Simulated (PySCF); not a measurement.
**Core-level binding energies of GaH2Et**

GaH2Et, C₂H₇Ga.
Geometry (PBE0-D3(BJ)/def2-SVP, Å), atoms numbered from 1 in this order:
```
atom  x, y, z in Å
Ga1    0.7434    1.3854    0.5774
H2     2.3213    1.3938    0.5744
H3    -0.0198    2.7648    0.5139
C4    -0.2503   -0.3272    0.5784
C5    -0.4264   -0.8821   -0.8387
H6    -1.2353   -0.1755    1.0496
H7     0.2940   -1.0564    1.2013
H8    -0.9704   -1.8413   -0.8365
H9    -0.9973   -0.1952   -1.4850
H10    0.5408   -1.0663   -1.3348
```

Level of theory: delta-SCF UKS SCAN, pcX-2 on the ionised atom, pcseg-1 elsewhere, spin-free X2C (PySCF). Binding energies are ΔSCF values: E(core-ionised, relaxed orbitals) − E(ground state) at a fixed geometry, referred to the vacuum level.

Problem. List the computed XPS lines with their assignment.

Solution. 
```json
{"atom(s)": "C5", "bonded to": "C and 3 H", "level": "C 1s", "binding energy (eV)": "290.75", "above the level's lowest (eV)": "+0.80", "count": "1"}
{"atom(s)": "C4", "bonded to": "C, 2 H and Ga", "level": "C 1s", "binding energy (eV)": "289.95", "above the level's lowest (eV)": "0.00", "count": "1"}
```

The listed C 1s values span 0.80 eV, from C4 (bonded to C, 2 H and Ga) to C5 (bonded to C and 3 H).

Problem. Which photon wavelength matches the C 1s of C5 threshold?

Solution. λ = hc/E = 12398.42 eV Å / 290.75 eV = 42.643 Å.

Problem. Which photon energy gives electrons from C 1s of C5 a kinetic energy of 20 eV, and what is their de Broglie wavelength?

Solution. hν = 290.75 + 20 = 310.75 eV, recoil neglected; λ = 12.264 Å/√(E/eV) = 2.74 Å.

No level of gallium is listed. Geometry: PBE0-D3(BJ)/def2-SVP, one conformer, isolated molecule.

On one thread of an Arm Neoverse V2, on a shared host, this took 7.9 s wall.
